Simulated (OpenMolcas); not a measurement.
# Cr2+, Mo2+, W2+: d4 down the group

| Property | Result |
| --- | --- |
| Program | OpenMolcas 26.06 |
| Method | XMS-CASPT2, IPEA 0.25 Eh, imaginary shift 0.1 Eh |
| Basis | ANO-RCC-VTZP |
| Scalar Hamiltonian | DKH2, point nucleus |
| Spin-orbit coupling | state interaction with AMFI integrals over the reference wave functions, term energies averaged over their components |

Active space for each ion: 4 electrons in 5 orbitals (d); closed shells correlated by CASPT2: Cr2+ 3s 3p; Mo2+ 4s 4p; W2+ 5s 5p.

Computed levels in cm-1 above 5D0:

| Level | Cr2+ | Mo2+ | W2+ |
| --- | --- | --- | --- |
| 5D1 | 65.7 | 236 | 2310 |
| 5D2 | 194 | 655 | 4570 |
| 5D3 | 382 | 1203 | 6460 |
| 5D4 | 623 | 1844 | 7920 |
| 3P0(1) | 17980 | 12050 | 11740 |
| 3P1(1) | 18370 | 13290 | 15650 |
| 3H4 | 18660 | 13690 | 14750 |
| 3H5 | 18800 | 14270 | 17980 |
| 3H6 | 18950 | 14760 | 19530 |
| weight of 5D in the lowest level (%) | 100 | 98 | 69 |

Mixed levels, with the weight of the term that names them: W2+ 5D0 (69 %), W2+ 3P0(1) (60 %), W2+ 3H4 (57 %).

Measured, with the error of the calculation in %. Measured levels: Cr2+ from Sugar and Corliss, J. Phys. Chem. Ref. Data 6, 317 (1977); Mo2+ from Sugar and Musgrove, J. Phys. Chem. Ref. Data 17, 155 (1988); W2+ from NIST levels as listed in McCann et al., Mon. Not. R. Astron. Soc. 538, 537 (2025).

```json
{"Level": "5D1", "Cr2+": "62.2 (+5.5)", "Mo2+": "242 (-2.6)", "W2+": "2256 (+2.3)"}
{"Level": "5D2", "Cr2+": "183 (+6.2)", "Mo2+": "668 (-2.0)", "W2+": "4461 (+2.5)"}
{"Level": "5D3", "Cr2+": "357 (+7.1)", "Mo2+": "1224 (-1.7)", "W2+": "6278 (+2.9)"}
{"Level": "5D4", "Cr2+": "576 (+8.2)", "Mo2+": "1872 (-1.5)", "W2+": "7687 (+3.0)"}
{"Level": "3P0(1)", "Cr2+": "16771 (+7.2)", "Mo2+": "11149 (+8.1)", "W2+": "9904 (+18.5)"}
{"Level": "3P1(1)", "Cr2+": "17169 (+7.0)", "Mo2+": "12510 (+6.2)", "W2+": "12881 (+21.5)"}
{"Level": "3H4", "Cr2+": "17274 (+8.0)", "Mo2+": "12680 (+7.9)", "W2+": "13701 (+7.6)"}
{"Level": "3H5", "Cr2+": "17397 (+8.0)", "Mo2+": "13276 (+7.5)", "W2+": ""}
{"Level": "3H6", "Cr2+": "17531 (+8.1)", "Mo2+": "13811 (+6.9)", "W2+": ""}
```

The fine-structure level 5D4 changes by a factor of 12.7 from Cr2+ to W2+.

Without spin-orbit coupling 3P(1) lies 18340, 12940, 10360 cm-1 above 5D in that order; the difference to the level 3P0(1), of either sign, comes from spin-orbit coupling, which also lowers the zero.

Term energies are means over components that CASPT2 splits; among the terms shown or strongly mixed into the levels shown the widest spread is 1300 cm-1 (4d4 3H, Mo2+). Over all roots computed the reference weight is 0.90 to 0.95 in W2+; the roots of lowest weight are the least certain, and an intruder state may touch them. The CASPT2 spread within a term exceeds the gap to the next term for 3d4 3P(1) and 3d4 3H, so the order of their levels is uncertain (figures for Cr2+; the like holds for Mo2+, W2+). Levels of configurations with an s electron are missing; early in the row they begin among the upper levels of the d shell and mix with terms of their name (holds for Mo2+). Configurations with an s electron lie low in 5d ions of this charge, fall among these levels and mix in, so low-spin terms can stand far too high, up to twice their true height, and weights are not those of the real levels (holds for W2+). Some terms miss by over 15 % even with CASPT2, which points to a basis or an active space too small for the shells correlated (holds for W2+). Computed and measured levels are paired by configuration, term and J; levels that our copy of the source lacks, or whose pairing is in doubt (as where it misses far off the trend of its configuration), stay unpaired and out of the deviations. Only configurations of the active space appear.

A number in round brackets counts repeated terms of one configuration in the order of the reference energies.
